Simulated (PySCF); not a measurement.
H7Cl3OSi4, SMILES [SiH3]O[SiH2][SiH2][Si](Cl)(Cl)Cl at its GFN2-xTB optimised geometry (Å):

```
15

Si     0.5146     1.4948     3.4682
O      0.0766    -0.0535     3.6734
Si    -0.3520    -1.6080     3.8003
Si    -1.5544    -2.1063     1.8788
Si    -0.7440    -0.9807     0.0000
Cl    -1.2960    -1.7250    -1.8088
Cl     1.2977    -0.9807     0.0000
Cl    -1.2977     0.9807     0.0000
H      1.1455     1.9147     4.7170
H     -0.7243     2.2201     3.1990
H      1.4427     1.5130     2.3422
H     -1.1104    -1.7048     5.0521
H      0.8993    -2.3583     3.9553
H     -2.9933    -1.7959     1.9628
H     -1.5269    -3.5491     1.5856
```

Computed with PySCF 2.14.0 with CAM-B3LYP/def2-TZVP. Cells within 0.4 Å of a nucleus heavier than hydrogen are left out (blank, or x).

Map of the HOMO−1 amplitude (bohr^(-3/2)) on the plane z = 1.5 Å; orbital energy -10.03 eV, overall sign arbitrary:

```
|4444444444444444444444444444444|
|4444444444444444444444444444444|
|4444444444444444444444444444444|
|4444444444444444444444444444444|
|4444444444444444444444444444444|
|4444444444444444444444444444444|
|4444444444444444444444444444444|
|4444444444444444444444444444444|
|4444444444444444444444444444444|
|4444444433444444444444444444444|
|4444444333334444444444444444444|
|4444443333333444444444444444444|
|4444443333333444444444444444444|
|4444444333334444444444444444444|
|4444444444444444444444444444444|
|4444444444444444444444444444444|
|4444444455555544444444444444444|
|4444444555665554444434444444444|
|4344445566666655444333344444444|
|3333445677777665444333334444444|
|3333345678988765544333334444444|
|3222345689998765544333334444444|
|2222234679999876544333334444444|
|2211234567998766544433344444444|
|22112234x5788765544444444444444|
|3222222345677665544444444444444|
|3222222234556555444444444444444|
|3332222223445554444444444444444|
|3332222112334444444444444444444|
|3333221101233444444444444444444|
|3333322100123444444444444444444|
```
Scale: ten equal steps from -0.090 (start of '0') to 0.112 (end of '9'), in the order '0123456789'; x runs from -3.50 to 3.50, y from -3.50 (bottom) to 3.50 (top).
